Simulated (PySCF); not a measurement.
**Relaxation of quintet [TcS2]-**

All numbers come from UPBE0 in PySCF with Tc def2-SVPD with ECP28, S def2-SVPD; scalar-relativistic core potentials, no spin–orbit coupling; density-fitted integrals. A (50,194) grid was used.

A hand-made end-on start, of Cs symmetry, held to at least that symmetry:

Coordinates in bohr (charge -1 multiplicity 5):
```
Tc   -0.6585    0.0000   -2.1439
S    -0.6585    0.0000    2.3523
S     2.6954    0.0000    4.2799
```

Optimiser trace:
| step | E − E(last) (kJ/mol) | largest gradient (Eh/bohr) |
| --- | --- | --- |
| 0 | 50.09 | 0.01703 |
| 1 | 44.50 | 0.01557 |
| 2 | 26.04 | 0.01756 |
| 3 | 16.39 | 0.01125 |
| 4 | 6.80 | 0.01389 |
| 5 | 3.91 | 0.01044 |
| 6 | 1.17 | 0.00664 |
| 7 | 0.33 | 0.00504 |
| 8 | 0.06 | 0.00147 |
| 9 | 0.00 | 0.00049 |
| 10 | 0.00 | 0.00008 |

It ends at Cs with S–S 2.121 Å, Tc–S 2.240 Å, Tc–S 2.554 Å; S–S–Tc 56.4°, S–S–Tc 71.6°, S–Tc–S 52.0° (after a last refinement on a finer grid). A frequency run shows a minimum. Other isomers or separated fragments may lie lower.

Open d and f shells are described by one determinant, and the ground state may have another occupation or spin.

The relaxation took 31 s on 2 threads of a shared Arm Neoverse V1 host, with 88 basis functions and 11 gradients; the process peaked at 0.57 GiB.
